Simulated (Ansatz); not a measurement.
Species: Sn, charge 0, triplet.

Total energies in hartree (Ansatz, an electronic-structure program). Open shells are spin-unrestricted; no spin-orbit coupling. Cores are frozen in correlated methods (noble-gas shells, and filled d and f shells in the p block). Past Kr the def2 sets carry scalar-relativistic core potentials. Where a partner has so few electrons that a lower coupled-cluster level is exact, that level stands in. Spin-orbit terms, left out, reach several kcal/mol for Br and I, and more for heavier atoms.

```csv
species,HF/def2-TZVPPD,CCSD(T)/def2-TZVPPD,HF/def2-QZVPPD,CCSD(T)/def2-QZVPPD,CCSDT(Q)/def2-QZVPPD
1: Sn (triplet),-213.33996,-213.39758,-213.34066,-213.40092,-213.40140
2: Sn+ (doublet),-213.08819,-213.13299,-213.08900,-213.13523,-213.13544
```

### Question
Work out the first ionisation energy (Sn+ (doublet) against Sn (triplet)) in eV: take Hartree-Fock from def2-QZVPPD, extrapolate the CCSD(T) correlation energy as X^-3 (X = 3, 4), and add CCSDT(Q) - CCSD(T) in def2-QZVPPD. 1 hartree = 27.211 eV.

### Answer

Species 1: correlation (64·(-0.06026) - 27·(-0.05762))/37 = -0.06219; step -0.00048; E1 = -213.34066 + (-0.06219) + (-0.00048) = -213.40333
Species 2: correlation (64·(-0.04623) - 27·(-0.04480))/37 = -0.04727; step -0.00021; E2 = -213.08900 + (-0.04727) + (-0.00021) = -213.13648
-1·E1 +1·E2 = 0.26685 hartree = 7.26 eV.
